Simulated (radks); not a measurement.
Q: These are the eigenvalues of the occupied orbitals of an atom or ion with whole-number occupations (hartree). All-electron calculation, scalar-relativistic Kohn-Sham, AM05, spin-polarised, spherical densities, finite nucleus; Fermi nuclear charge, rms radius of each element as measured or else 0.836 A^(1/3) + 0.57 fm. Program: a radial shooting solver on a logarithmic mesh with Libxc functionals.

| orbital | eigenvalue |
|---|---|
| 1s | -3234.901 |
| 2s | -579.2190 |
| 2p | -497.2918 |
| 3s | -139.5031 |
| 3p | -115.9998 |
| 3d | -91.94273 |
| 4s | -32.03314 |
| 4p | -24.32491 |
| 4d | -15.38562 |
| 5s | -5.91352 |
| 4f | -5.50849 |
| 5p | -3.77216 |
| 5d | -1.39226 |
| 6s | -1.00995 |

Which element is it, and in what charge state? The configuration may be excited. Open shells, if any, are filled with parallel spins first.

A: Z = 82, lead, charge +2: Pb2+ in [Hg]. The list shows which subshells hold electrons but not how many an open one holds; the 1s level, -3234.9 hartree, gives Z - s = 80.4 by -(Z - s)^2/2, which with screening and relativity narrows Z to a few neighbours, and the depths of the outer levels then fix element, charge and occupations together.
